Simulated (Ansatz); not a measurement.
# Nudged elastic band run: CH6O3Si

Input:

```yaml
crystal:
  periodic: [false, false, false]
  atoms:
    - { symbol: Si, position_ang: [-0.243873, -0.223481, 0.163981] }
    - { symbol: C, position_ang: [0.866133, 1.156639, -0.376301] }
    - { symbol: O, position_ang: [0.050637, -1.644097, -0.655385] }
    - { symbol: H, position_ang: [-0.000553, -1.6122, -1.614651] }
    - { symbol: O, position_ang: [-1.78957, 0.326715, -0.061489] }
    - { symbol: O, position_ang: [-0.033788, -0.646574, 1.751984] }
    - { symbol: H, position_ang: [0.733451, 2.03197, 0.277258] }
    - { symbol: H, position_ang: [0.63607, 1.472565, -1.405596] }
    - { symbol: H, position_ang: [1.922693, 0.852964, -0.334528] }
    - { symbol: H, position_ang: [-2.476992, -0.189859, 0.370078] }
    - { symbol: H, position_ang: [0.335692, -1.524643, 1.884652] }
basis:
  gaussian: { orbitals: def2-SVP }
hamiltonian:
  xc: pbe0
  dispersion: d4
neb:
  order_check: false
  images: 7
  f_tol: 0.05
  max_iterations: 60
  max_displacement: 0.5
  optimiser: lbfgs
  final_atoms:
    - { symbol: Si, position_ang: [-0.80621928, -1.15687418, 0.26287387] }
    - { symbol: C, position_ang: [1.06644434, 1.02285017, -0.8080362] }
    - { symbol: O, position_ang: [-0.25277771, -2.2980964, -0.57949976] }
    - { symbol: H, position_ang: [0.98248951, -0.02209332, -1.14837353] }
    - { symbol: O, position_ang: [-1.98043526, -0.10701344, -0.14918404] }
    - { symbol: O, position_ang: [-0.40223679, -0.77517367, 1.80684257] }
    - { symbol: H, position_ang: [0.89216267, 1.09857069, 0.27529984] }
    - { symbol: H, position_ang: [0.33611946, 1.64087932, -1.34608927] }
    - { symbol: H, position_ang: [2.08571726, 1.37148107, -1.02291282] }
    - { symbol: H, position_ang: [-2.20474906, 0.55608435, 0.51319238] }
    - { symbol: H, position_ang: [0.28338485, -1.33061559, 2.19588999] }
  initial_path:
    images:
      - { positions_ang: [[-0.243873, -0.223481, 0.163981], [0.866133, 1.156639, -0.376301], [0.050637, -1.644097, -0.655385], [-0.000553, -1.6122, -1.614651], [-1.78957, 0.326715, -0.061489], [-0.033788, -0.646574, 1.751984], [0.733451, 2.03197, 0.277258], [0.63607, 1.472565, -1.405596], [1.922693, 0.852964, -0.334528], [-2.476992, -0.189859, 0.370078], [0.335692, -1.524643, 1.884652]] }
      - { positions_ang: [[-0.31494513, -0.3235194, 0.15755242], [0.86949987, 1.08369063, -0.42978735], [0.08601315, -1.62856138, -0.70923167], [0.19958008, -1.32525812, -1.46823837], [-1.84361515, 0.23137808, -0.08375683], [-0.12951024, -0.68315911, 1.75206367], [0.80922903, 1.88117477, 0.28938668], [0.56479474, 1.48103079, -1.37607613], [1.91481185, 0.81642519, -0.49514154], [-2.49603874, -0.08438598, 0.42203749], [0.34008053, -1.44881648, 1.94119463]] }
      - { positions_ang: [[-0.38601726, -0.42355779, 0.15112385], [0.87286675, 1.01074226, -0.48327369], [0.12138931, -1.61302575, -0.76307834], [0.39971315, -1.03831624, -1.32182575], [-1.89766031, 0.13604116, -0.10602466], [-0.22523247, -0.71974421, 1.75214333], [0.88500706, 1.73037953, 0.30151535], [0.49351949, 1.48949658, -1.34655625], [1.90693071, 0.77988639, -0.65575507], [-2.51508548, 0.02108703, 0.47399698], [0.34446906, -1.37298996, 1.99773725]] }
      - { positions_ang: [[-0.45708939, -0.52359619, 0.14469527], [0.87623362, 0.93779389, -0.53676004], [0.15676546, -1.59749013, -0.81692501], [0.59984623, -0.75137436, -1.17541312], [-1.95170546, 0.04070424, -0.12829249], [-0.32095471, -0.75632932, 1.752223], [0.96078509, 1.5795843, 0.31364403], [0.42224423, 1.49796238, -1.31703638], [1.89904956, 0.74334758, -0.81636861], [-2.53413223, 0.12656005, 0.52595647], [0.34885758, -1.29716344, 2.05427988]] }
      - { positions_ang: [[-0.52816152, -0.62363459, 0.1382667], [0.87960049, 0.86484552, -0.59024639], [0.19214161, -1.5819545, -0.87077169], [0.79997931, -0.46443248, -1.0290005], [-2.00575061, -0.05463268, -0.15056032], [-0.41667694, -0.79291443, 1.75230267], [1.03656312, 1.42878907, 0.3257727], [0.35096898, 1.50642817, -1.2875165], [1.89116841, 0.70680878, -0.97698214], [-2.55317897, 0.23203306, 0.57791596], [0.35324611, -1.22133692, 2.1108225]] }
      - { positions_ang: [[-0.59767596, -0.75694448, 0.16941849], [0.92631145, 0.90434669, -0.64469384], [0.08091178, -1.76098998, -0.79795371], [0.84560686, -0.35384769, -1.05884376], [-1.99942177, -0.06772787, -0.15021625], [-0.4130669, -0.78847924, 1.76593764], [1.00046301, 1.34623447, 0.31315449], [0.3472566, 1.54004095, -1.30215969], [1.93980563, 0.87297685, -0.98846481], [-2.46607149, 0.31304588, 0.56173506], [0.3357808, -1.24865659, 2.13208937]] }
      - { positions_ang: [[-0.6671904, -0.89025438, 0.20057028], [0.97302242, 0.94384785, -0.69914129], [-0.03031805, -1.94002545, -0.72513573], [0.89123441, -0.2432629, -1.08868701], [-1.99309293, -0.08082306, -0.14987218], [-0.40945686, -0.78404405, 1.77957262], [0.9643629, 1.26367988, 0.30053627], [0.34354422, 1.57365374, -1.31680289], [1.98844284, 1.03914492, -0.99994748], [-2.37896402, 0.39405871, 0.54555417], [0.31831548, -1.27597625, 2.15335624]] }
      - { positions_ang: [[-0.73670484, -1.02356428, 0.23172207], [1.01973338, 0.98334901, -0.75358874], [-0.14154788, -2.11906092, -0.65231775], [0.93686196, -0.13267811, -1.11853027], [-1.9867641, -0.09391825, -0.14952811], [-0.40584682, -0.77960886, 1.79320759], [0.92826278, 1.18112529, 0.28791805], [0.33983184, 1.60726653, -1.33144608], [2.03708005, 1.205313, -1.01143015], [-2.29185654, 0.47507153, 0.52937327], [0.30085017, -1.30329592, 2.17462312]] }
      - { positions_ang: [[-0.80621928, -1.15687418, 0.26287387], [1.06644434, 1.02285017, -0.8080362], [-0.25277771, -2.2980964, -0.57949976], [0.98248951, -0.02209332, -1.14837353], [-1.98043526, -0.10701344, -0.14918404], [-0.40223679, -0.77517367, 1.80684257], [0.89216267, 1.09857069, 0.27529984], [0.33611946, 1.64087932, -1.34608927], [2.08571726, 1.37148107, -1.02291282], [-2.20474906, 0.55608435, 0.51319238], [0.28338485, -1.33061559, 2.19588999]] }
```

Run as:

```bash
$ ansatz run input.yaml --threads 2 --pin off --max-ram 3072MiB --backend cpu --events-out ev --progress --plain --runs-dir out
```

Output, in part (warnings, iteration lines, the closing report on the highest movable image, with atoms numbered from 0):

```
NEB end point (image 0): max|allowed force component| = 1.768e-2 eV/Å (the criterion of neb.relax_end_points is 1.000e-2)
NEB end point (image 8): max|allowed force component| = 1.691e-2 eV/Å (the criterion of neb.relax_end_points is 1.000e-2)
NEB iter   1: max|band force component| = 1.075e1 eV/Å  barrier→ = 3.1430 eV  barrier← = 1.2253 eV  Δτ_max = 0.1776 Å  (230 SCF iters)
NEB iter   2: max|band force component| = 5.859e0 eV/Å  barrier→ = 2.8832 eV  barrier← = 0.9656 eV  Δτ_max = 0.0473 Å  (199 SCF iters)
NEB iter   3: max|band force component| = 4.206e0 eV/Å  barrier→ = 2.8381 eV  barrier← = 0.9204 eV  Δτ_max = 0.0964 Å  (185 SCF iters)
NEB iter   4: max|band force component| = 4.313e0 eV/Å  barrier→ = 2.7680 eV  barrier← = 0.8503 eV  Δτ_max = 0.0687 Å  (187 SCF iters)
NEB iter   5: max|band force component| = 2.805e0 eV/Å  barrier→ = 2.7400 eV  barrier← = 0.8223 eV  Δτ_max = 0.0206 Å  (187 SCF iters)
NEB iter   6: max|band force component| = 1.310e0 eV/Å  barrier→ = 2.7323 eV  barrier← = 0.8147 eV  Δτ_max = 0.0284 Å  (174 SCF iters)
NEB iter   7: max|band force component| = 1.094e0 eV/Å  barrier→ = 2.7082 eV  barrier← = 0.7905 eV  Δτ_max = 0.0479 Å  (183 SCF iters)
NEB iter   8: max|band force component| = 1.472e0 eV/Å  barrier→ = 2.6796 eV  barrier← = 0.7619 eV  Δτ_max = 0.0234 Å  (179 SCF iters)
NEB iter   9: max|band force component| = 9.661e-1 eV/Å  barrier→ = 2.6781 eV  barrier← = 0.7605 eV  Δτ_max = 0.0071 Å  (174 SCF iters)
NEB iter  10: max|band force component| = 6.454e-1 eV/Å  barrier→ = 2.6775 eV  barrier← = 0.7599 eV  Δτ_max = 0.0572 Å  (163 SCF iters)
NEB iter  11: max|band force component| = 9.846e-1 eV/Å  barrier→ = 2.6781 eV  barrier← = 0.7605 eV  Δτ_max = 0.0177 Å  (178 SCF iters)
NEB iter  12: max|band force component| = 8.152e-1 eV/Å  barrier→ = 2.6793 eV  barrier← = 0.7616 eV  Δτ_max = 0.0048 Å  (174 SCF iters)
NEB iter  13: max|band force component| = 7.318e-1 eV/Å  barrier→ = 2.6799 eV  barrier← = 0.7623 eV  CI = image 5  Δτ_max = 0.0106 Å  (158 SCF iters)
NEB iter  14: max|band force component| = 6.592e-1 eV/Å  barrier→ = 2.7078 eV  barrier← = 0.7902 eV  CI = image 5  Δτ_max = 0.0686 Å  (169 SCF iters)
NEB iter  15: max|band force component| = 1.752e0 eV/Å  barrier→ = 2.8325 eV  barrier← = 0.9149 eV  CI = image 5  Δτ_max = 0.0324 Å  (177 SCF iters)
NEB iter  16: max|band force component| = 1.365e0 eV/Å  barrier→ = 2.8336 eV  barrier← = 0.9160 eV  CI = image 5  Δτ_max = 0.0109 Å  (182 SCF iters)
NEB iter  17: max|band force component| = 4.098e-1 eV/Å  barrier→ = 2.8338 eV  barrier← = 0.9161 eV  CI = image 5  Δτ_max = 0.0092 Å  (170 SCF iters)
NEB iter  18: max|band force component| = 3.479e-1 eV/Å  barrier→ = 2.8348 eV  barrier← = 0.9171 eV  CI = image 5  Δτ_max = 0.0272 Å  (164 SCF iters)
NEB iter  19: max|band force component| = 1.049e0 eV/Å  barrier→ = 2.8347 eV  barrier← = 0.9171 eV  CI = image 5  Δτ_max = 0.0192 Å  (177 SCF iters)
NEB iter  20: max|band force component| = 7.825e-1 eV/Å  barrier→ = 2.8336 eV  barrier← = 0.9160 eV  CI = image 5  Δτ_max = 0.0055 Å  (173 SCF iters)
NEB iter  21: max|band force component| = 3.048e-1 eV/Å  barrier→ = 2.8332 eV  barrier← = 0.9155 eV  CI = image 5  Δτ_max = 0.0105 Å  (156 SCF iters)
NEB iter  22: max|band force component| = 3.244e-1 eV/Å  barrier→ = 2.8313 eV  barrier← = 0.9136 eV  CI = image 5  Δτ_max = 0.0060 Å  (173 SCF iters)
NEB iter  23: max|band force component| = 2.896e-1 eV/Å  barrier→ = 2.8304 eV  barrier← = 0.9128 eV  CI = image 5  Δτ_max = 0.0095 Å  (159 SCF iters)
NEB iter  24: max|band force component| = 5.011e-1 eV/Å  barrier→ = 2.8289 eV  barrier← = 0.9112 eV  CI = image 5  Δτ_max = 0.0088 Å  (161 SCF iters)
NEB iter  25: max|band force component| = 3.208e-1 eV/Å  barrier→ = 2.8281 eV  barrier← = 0.9105 eV  CI = image 5  Δτ_max = 0.0038 Å  (165 SCF iters)
NEB iter  26: max|band force component| = 2.753e-1 eV/Å  barrier→ = 2.8275 eV  barrier← = 0.9099 eV  CI = image 5  Δτ_max = 0.0958 Å  (147 SCF iters)
NEB iter  27: max|band force component| = 5.206e-1 eV/Å  barrier→ = 2.8164 eV  barrier← = 0.8988 eV  CI = image 5  Δτ_max = 0.0096 Å  (172 SCF iters)
NEB iter  28: max|band force component| = 3.592e-1 eV/Å  barrier→ = 2.8161 eV  barrier← = 0.8984 eV  CI = image 5  Δτ_max = 0.0027 Å  (164 SCF iters)
NEB iter  29: max|band force component| = 1.545e-1 eV/Å  barrier→ = 2.8159 eV  barrier← = 0.8983 eV  CI = image 5  Δτ_max = 0.0054 Å  (141 SCF iters)
NEB iter  30: max|band force component| = 1.647e-1 eV/Å  barrier→ = 2.8154 eV  barrier← = 0.8978 eV  CI = image 5  Δτ_max = 0.0032 Å  (158 SCF iters)
NEB iter  31: max|band force component| = 1.412e-1 eV/Å  barrier→ = 2.8152 eV  barrier← = 0.8975 eV  CI = image 5  Δτ_max = 0.0037 Å  (148 SCF iters)
NEB iter  32: max|band force component| = 2.083e-1 eV/Å  barrier→ = 2.8148 eV  barrier← = 0.8972 eV  CI = image 5  Δτ_max = 0.0038 Å  (140 SCF iters)
NEB iter  33: max|band force component| = 1.450e-1 eV/Å  barrier→ = 2.8146 eV  barrier← = 0.8969 eV  CI = image 5  Δτ_max = 0.0023 Å  (150 SCF iters)
NEB iter  34: max|band force component| = 1.526e-1 eV/Å  barrier→ = 2.8144 eV  barrier← = 0.8967 eV  CI = image 5  Δτ_max = 0.0029 Å  (135 SCF iters)
NEB iter  35: max|band force component| = 1.222e-1 eV/Å  barrier→ = 2.8142 eV  barrier← = 0.8965 eV  CI = image 5  Δτ_max = 0.0029 Å  (145 SCF iters)
NEB iter  36: max|band force component| = 1.746e-1 eV/Å  barrier→ = 2.8139 eV  barrier← = 0.8962 eV  CI = image 5  Δτ_max = 0.0032 Å  (136 SCF iters)
NEB iter  37: max|band force component| = 1.269e-1 eV/Å  barrier→ = 2.8137 eV  barrier← = 0.8961 eV  CI = image 5  Δτ_max = 0.0022 Å  (147 SCF iters)
NEB iter  38: max|band force component| = 1.456e-1 eV/Å  barrier→ = 2.8135 eV  barrier← = 0.8958 eV  CI = image 5  Δτ_max = 0.0028 Å  (135 SCF iters)
NEB iter  39: max|band force component| = 1.105e-1 eV/Å  barrier→ = 2.8133 eV  barrier← = 0.8957 eV  CI = image 5  Δτ_max = 0.0023 Å  (146 SCF iters)
NEB iter  40: max|band force component| = 1.496e-1 eV/Å  barrier→ = 2.8131 eV  barrier← = 0.8955 eV  CI = image 5  Δτ_max = 0.0028 Å  (134 SCF iters)
NEB iter  41: max|band force component| = 1.127e-1 eV/Å  barrier→ = 2.8130 eV  barrier← = 0.8953 eV  CI = image 5  Δτ_max = 0.0022 Å  (141 SCF iters)
NEB iter  42: max|band force component| = 1.407e-1 eV/Å  barrier→ = 2.8128 eV  barrier← = 0.8951 eV  CI = image 5  Δτ_max = 0.0027 Å  (135 SCF iters)
NEB iter  43: max|band force component| = 1.061e-1 eV/Å  barrier→ = 2.8126 eV  barrier← = 0.8950 eV  CI = image 5  Δτ_max = 0.0019 Å  (143 SCF iters)
NEB iter  44: max|band force component| = 1.303e-1 eV/Å  barrier→ = 2.8125 eV  barrier← = 0.8948 eV  CI = image 5  Δτ_max = 0.0024 Å  (131 SCF iters)
NEB iter  45: max|band force component| = 1.012e-1 eV/Å  barrier→ = 2.8123 eV  barrier← = 0.8947 eV  CI = image 5  Δτ_max = 0.0022 Å  (138 SCF iters)
NEB iter  46: max|band force component| = 1.369e-1 eV/Å  barrier→ = 2.8122 eV  barrier← = 0.8945 eV  CI = image 5  Δτ_max = 0.0026 Å  (134 SCF iters)
NEB iter  47: max|band force component| = 1.029e-1 eV/Å  barrier→ = 2.8120 eV  barrier← = 0.8944 eV  CI = image 5  Δτ_max = 0.0015 Å  (142 SCF iters)
NEB iter  48: max|band force component| = 1.150e-1 eV/Å  barrier→ = 2.8119 eV  barrier← = 0.8943 eV  CI = image 5  Δτ_max = 0.0021 Å  (130 SCF iters)
NEB iter  49: max|band force component| = 9.174e-2 eV/Å  barrier→ = 2.8118 eV  barrier← = 0.8941 eV  CI = image 5  Δτ_max = 0.0022 Å  (136 SCF iters)
NEB iter  50: max|band force component| = 1.337e-1 eV/Å  barrier→ = 2.8116 eV  barrier← = 0.8940 eV  CI = image 5  Δτ_max = 0.0025 Å  (134 SCF iters)
NEB iter  51: max|band force component| = 1.003e-1 eV/Å  barrier→ = 2.8115 eV  barrier← = 0.8939 eV  CI = image 5  Δτ_max = 0.0013 Å  (142 SCF iters)
NEB iter  52: max|band force component| = 1.024e-1 eV/Å  barrier→ = 2.8114 eV  barrier← = 0.8938 eV  CI = image 5  Δτ_max = 0.0019 Å  (131 SCF iters)
NEB iter  53: max|band force component| = 8.378e-2 eV/Å  barrier→ = 2.8113 eV  barrier← = 0.8937 eV  CI = image 5  Δτ_max = 0.0022 Å  (139 SCF iters)
NEB iter  54: max|band force component| = 1.307e-1 eV/Å  barrier→ = 2.8111 eV  barrier← = 0.8935 eV  CI = image 5  Δτ_max = 0.0024 Å  (133 SCF iters)
NEB iter  55: max|band force component| = 9.799e-2 eV/Å  barrier→ = 2.8111 eV  barrier← = 0.8934 eV  CI = image 5  Δτ_max = 0.0011 Å  (140 SCF iters)
NEB iter  56: max|band force component| = 9.185e-2 eV/Å  barrier→ = 2.8110 eV  barrier← = 0.8933 eV  CI = image 5  Δτ_max = 0.0893 Å  (131 SCF iters)
NEB iter  57: max|band force component| = 4.638e-1 eV/Å  barrier→ = 2.8082 eV  barrier← = 0.8905 eV  CI = image 5  Δτ_max = 0.0105 Å  (175 SCF iters)
NEB iter  58: max|band force component| = 4.879e-1 eV/Å  barrier→ = 2.8081 eV  barrier← = 0.8904 eV  CI = image 5  Δτ_max = 0.0101 Å  (172 SCF iters)
NEB iter  59: max|band force component| = 4.110e-1 eV/Å  barrier→ = 2.8080 eV  barrier← = 0.8904 eV  CI = image 5  Δτ_max = 0.0046 Å  (171 SCF iters)
NEB iter  60: max|band force component| = 3.857e-2 eV/Å  barrier→ = 2.8080 eV  barrier← = 0.8903 eV  CI = image 5  Δτ_max = 0.0000 Å  (336 SCF iters)
Total energy: -15135.89549271 eV, -556.2338998785 hartree
Atom 0 at    -0.489739    -0.657600     0.097063 Å, force    -0.000602     0.001620     0.005798 eV/Å
Atom 1 at     0.849379     0.843971    -0.625044 Å, force     0.000422     0.000246     0.000013 eV/Å
Atom 2 at     0.188784    -1.736546    -0.818671 Å, force     0.005443     0.009611    -0.004148 eV/Å
Atom 3 at     0.776681    -0.430134    -0.962813 Å, force    -0.003740    -0.016945    -0.000686 eV/Å
Atom 4 at    -1.934514     0.045642    -0.207826 Å, force    -0.004248    -0.018022     0.000236 eV/Å
Atom 5 at    -0.332345    -0.649071     1.737684 Å, force    -0.012602    -0.021508     0.005199 eV/Å
Atom 6 at     0.927411     1.245064     0.397148 Å, force     0.015369     0.019049    -0.009758 eV/Å
Atom 7 at     0.254771     1.509247    -1.262315 Å, force     0.001472     0.002145     0.002371 eV/Å
Atom 8 at     1.886221     0.806591    -0.999797 Å, force    -0.002434     0.009923    -0.006760 eV/Å
Atom 9 at    -2.449683     0.290672     0.567498 Å, force     0.001686     0.017940    -0.003201 eV/Å
Atom 10 at     0.322933    -1.267837     2.077077 Å, force    -0.000767    -0.004057     0.010937 eV/Å
Dipole moment:     0.141712     0.528101     0.521783 e Å
```

It converged. Neighbouring images differ by up to 1.6 eV, so the band resolves the path poorly. Another band between the same ends (7 images) ends at a top of the same energy, where a vibrational analysis finds 1 clearly imaginary mode. The orbitals stay closed-shell, which can raise the energy where a bond breaks towards radicals; this wasn't checked here.

Final band (atoms are numbered from 1 in the order of the input):

```json
{"image": "0", "path coordinate (Å)": "0.00", "energy (kJ/mol)": "0.0", "Si1–C2 (Å)": "1.85", "O3–H4 (Å)": "0.96", "C2–H4 (Å)": "3.15"}
{"image": "1", "path coordinate (Å)": "0.54", "energy (kJ/mol)": "1.6", "Si1–C2 (Å)": "1.86", "O3–H4 (Å)": "0.96", "C2–H4 (Å)": "2.95"}
{"image": "2", "path coordinate (Å)": "1.08", "energy (kJ/mol)": "7.3", "Si1–C2 (Å)": "1.86", "O3–H4 (Å)": "0.96", "C2–H4 (Å)": "2.78"}
{"image": "3", "path coordinate (Å)": "1.64", "energy (kJ/mol)": "26.8", "Si1–C2 (Å)": "1.87", "O3–H4 (Å)": "0.96", "C2–H4 (Å)": "2.40"}
{"image": "4", "path coordinate (Å)": "2.20", "energy (kJ/mol)": "115.4", "Si1–C2 (Å)": "1.93", "O3–H4 (Å)": "1.01", "C2–H4 (Å)": "1.84"}
{"image": "5", "path coordinate (Å)": "2.75", "energy (kJ/mol)": "270.9", "Si1–C2 (Å)": "2.14", "O3–H4 (Å)": "1.44", "C2–H4 (Å)": "1.32"}
{"image": "6", "path coordinate (Å)": "3.26", "energy (kJ/mol)": "214.2", "Si1–C2 (Å)": "2.50", "O3–H4 (Å)": "1.92", "C2–H4 (Å)": "1.13"}
{"image": "7", "path coordinate (Å)": "3.77", "energy (kJ/mol)": "188.8", "Si1–C2 (Å)": "2.87", "O3–H4 (Å)": "2.30", "C2–H4 (Å)": "1.11"}
{"image": "8", "path coordinate (Å)": "4.27", "energy (kJ/mol)": "185.0", "Si1–C2 (Å)": "3.07", "O3–H4 (Å)": "2.65", "C2–H4 (Å)": "1.10"}
```

Time of the run: 16 min on 2 threads of Arm Neoverse V1, on a shared host, peak memory 0.24 GiB.
